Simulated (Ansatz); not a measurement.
Computed with Ansatz on PBE0-D4/def2-TZVP structures; ΔE is electronic, products minus reactants. CCSD(T)/CBS is the MP2 limit (def2-TZVPP, def2-QZVPP) plus CCSD(T) − MP2 in def2-TZVPP, frozen cores. This one scheme is used for every species. Functionals use def2-TZVPP. One conformer a species, not always the lowest.

Reaction (formal exchange of groups at the Si–S bond): `S[SiH]1C=C1` + CH₄ → `C[SiH]1C=C1` + H₂S

Problem. Is it downhill or uphill in electronic energy at CCSD(T)/CBS, and by how much? (Best estimate.)

Solution. The calculation gave: Uphill: ΔE = +16.1 kcal/mol.

Problem. What do these levels give: revPBE-D4, BLYP-D4, PBE, PBE0, RPA@PBE/def2-TZVPP, MP2/def2-SVP? (Best estimate.)

Solution. Ansatz gave: revPBE-D4 16.8, BLYP-D4 16.4, PBE 16.4, PBE0 16.4, RPA@PBE/def2-TZVPP 14.6, MP2/def2-SVP 15.6 kcal/mol.

Largest T1 diagnostic among the species: 0.012.

Leaving LDA and LC-ωPBE aside and taking each functional with its dispersion term where it has one, the values, not all of them listed here, spread over 1.6 kcal/mol, from CAM-B3LYP-D4 to B97M-V. LDA lies −1.1 kcal/mol from PBE without D4. At CCSD(T), def2-SVP lies −1.4 kcal/mol from the extrapolated value and def2-TZVPP −0.7 kcal/mol.
